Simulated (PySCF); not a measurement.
## Correlation energy of Ba²⁺ (barium, charge +2)

[Xe], closed-shell 1S. All numbers are calculated (PySCF 2.14, a scalar-relativistic core potential, in def2-QZVPPD with the def2 core potential (46 electrons)). Frozen: nothing; 8 electrons correlated.

```csv
level,correlation energy (mhartree)
CCSD,-164.47
(T),-4.05
CCSD(T),-168.52
```

Diagnostics: T1 = 0.0013, D1 = 0.0025, largest double amplitude 0.027.

Cost of the coupled-cluster step: roughly 2 core-seconds, for 8 correlated electrons.

Iterations:

```
CC2 = 0
CCSD nocc = 4, nmo = 60
frozen orbitals []
max_cycle = 100
direct = 0
conv_tol = 1e-08
conv_tol_normt = 1e-06
diis_space = 8
diis_start_cycle = 0
Init t2, MP2 energy = -24.7406909917302  E_corr(MP2) -0.145174586983045
Init E_corr(CCSD) = -0.145174586983245
cycle = 1  E_corr(CCSD) = -0.16000561118615  dE = -0.0148310242  norm(t1,t2) = 0.0237542
cycle = 2  E_corr(CCSD) = -0.163411390937196  dE = -0.00340577975  norm(t1,t2) = 0.0061273
cycle = 3  E_corr(CCSD) = -0.164478322652922  dE = -0.00106693172  norm(t1,t2) = 0.00164627
cycle = 4  E_corr(CCSD) = -0.164477707710186  dE = 6.14942736e-07  norm(t1,t2) = 9.38618e-05
cycle = 5  E_corr(CCSD) = -0.164472552801608  dE = 5.15490858e-06  norm(t1,t2) = 1.66158e-05
cycle = 6  E_corr(CCSD) = -0.164472577508737  dE = -2.4707129e-08  norm(t1,t2) = 1.85645e-06
cycle = 7  E_corr(CCSD) = -0.164472581303999  dE = -3.79526158e-09  norm(t1,t2) = 3.59324e-07
CCSD converged
E(CCSD) = -24.75998898605114  E_corr = -0.1644725813039988
CCSD(T) correction = -0.00405254192692318
```

The basis has no tight functions for the innermost shells, so their pair energies are far from complete.

This basis was not built for core-valence correlation, so the inner-shell part is incomplete.
